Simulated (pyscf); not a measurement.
## `[AlH2][O][SnH3]`, singlet

Gas-phase minimum from PySCF at ωB97X-D3(BJ)/def2-SVP, one conformer. 

SMILES: [AlH2][O][SnH3]
```xyz
8

Al     0.1915    -1.2271     0.2310
O     -0.1414    -0.9411    -1.4041
Sn    -1.4211    -0.2535    -2.7328
H      1.5838    -1.8732     0.6167
H     -0.8944    -0.8423     1.3248
H     -2.9900    -0.4214    -2.0749
H     -1.2133    -1.2094    -4.1294
H     -1.0189     1.3831    -3.0050
```

Bonded distances (Å): Al1–O2 1.693, Al1–H4 1.583, Al1–H5 1.589, O2–Sn3 1.969, Sn3–H6 1.710, Sn3–H7 1.705, Sn3–H8 1.707. Angles (°): O2–Al1–H4 118.5, O2–Al1–H5 119.3, H4–Al1–H5 122.2, Al1–O2–Sn3 147.0, O2–Sn3–H6 107.6, O2–Sn3–H7 106.1, O2–Sn3–H8 106.8, H6–Sn3–H7 111.8, H6–Sn3–H8 111.8, H7–Sn3–H8 112.2.

Properties at ωB97X-D3(BJ)/def2-SVP:

```yaml
harmonic_wavenumbers_unscaled: 11, 56, 113, 432, 523, 539, 595, 647, 730, 732, 736, 823, 1010, 1949, 1973, 1975, 1983, 1993 cm⁻¹
zero_point_energy: 24.0 kcal/mol
rotational_symmetry_number: 1
Entropy of this conformer at 298 K and 1 atm, rigid rotor and harmonic oscillator, modes under 100 cm⁻¹ raised to 100: 339.6 J/(mol K)
dipole_moment: 1.70 D
```

Single-point totals, which compare only within one level (frozen core for MP2 and CC):

```csv
level,total energy (hartree)
ωB97X-D3(BJ)/def2-TZVP,-535.15358
PBE/def2-TZVP,-534.79234
r²SCAN/def2-TZVP,-535.04252
B3LYP-D3(BJ)/def2-TZVP,-535.14381
PBE0-D3(BJ)/def2-TZVP,-534.83433
M06-2X/def2-TZVP,-534.90490
ωB97M-D3(BJ)/def2-TZVP,-535.12311
HF/def2-TZVPP,-533.12392
MP2/def2-TZVPP,-533.78022
CCSD/def2-TZVPP,-533.80314
CCSD(T)/def2-TZVPP,-533.82364
```

The lowest mode is so soft that the shape along it may change with the basis. Soft torsions are taken as harmonic, which can shift the entropy by several J/(mol K). The CCSD(T) − MP2 part came from Ansatz, without density fitting, on the same reference. The frozen core leaves the outer d or s,p core shells of the metals and heavy elements correlated in the MP2 and CC values, and def2-TZVPP describes them poorly, so these totals are far from the basis limit. Elements past Kr carry the def2 core potentials, without spin-orbit coupling.
